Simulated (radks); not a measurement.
Values are calculated unless marked as measured or tabulated.
O, 8 electrons, occupied as [He] 2s2 2p4. Code: a radial shooting solver on a logarithmic mesh with Libxc functionals. Model: non-relativistic Kohn-Sham, r2SCAN, spin-polarised, spherical densities, point nucleus; open shells are filled with parallel spins first; meta-GGA in the generalised Kohn-Sham scheme; hard spherical wall at 5 bohr.

Normalised radial functions P(r) = r R(r), r in bohr:

r	1s down	2s down	2p down
0.01191	0.4677	0.1055	0.0020
0.01466	0.5634	0.1270	0.0029
0.0182	0.6798	0.1532	0.0045
0.0224	0.8093	0.1822	0.0066
0.0278	0.9622	0.2162	0.0100
0.03423	1.1256	0.2522	0.0148
0.04249	1.3084	0.2918	0.0221
0.05231	1.4905	0.3301	0.0322
0.06492	1.6746	0.3666	0.0473
0.07993	1.8323	0.3939	0.0677
0.09921	1.9559	0.4072	0.0971
0.1221	2.0148	0.3977	0.1354
0.1516	1.9921	0.3551	0.1877
0.1866	1.8752	0.2742	0.2517
0.2316	1.6536	0.1429	0.3327
0.2852	1.3608	-0.0281	0.4224
0.354	1.0116	-0.2449	0.5254
0.4358	0.6808	-0.4731	0.6273
0.5409	0.3932	-0.6956	0.7221
0.6659	0.1987	-0.8589	0.7891
0.8265	0.0812	-0.9426	0.8204
1.018	0.0272	-0.9252	0.8047
1.263	0.0065	-0.8132	0.7402
1.555	0.0012	-0.6448	0.6402
1.93	0.0001	-0.4495	0.5113
2.376	0.0000	-0.2784	0.3791
2.949	0.0000	-0.1432	0.2491
3.631	0.0000	-0.0609	0.1403
4.506	0.0000	-0.0149	0.0443

1s down: eigenvalue -518.02 eV, 0 radial nodes, <r> = 0.199 bohr, 90 % of the charge inside 0.356 bohr. 2s down: eigenvalue -22.418 eV, 1 radial node at r = 0.276 bohr, <r> = 1.17 bohr, 90 % of the charge inside 1.89 bohr. 2p down: eigenvalue -6.458 eV, 0 radial nodes, <r> = 1.31 bohr, 90 % of the charge inside 2.31 bohr.
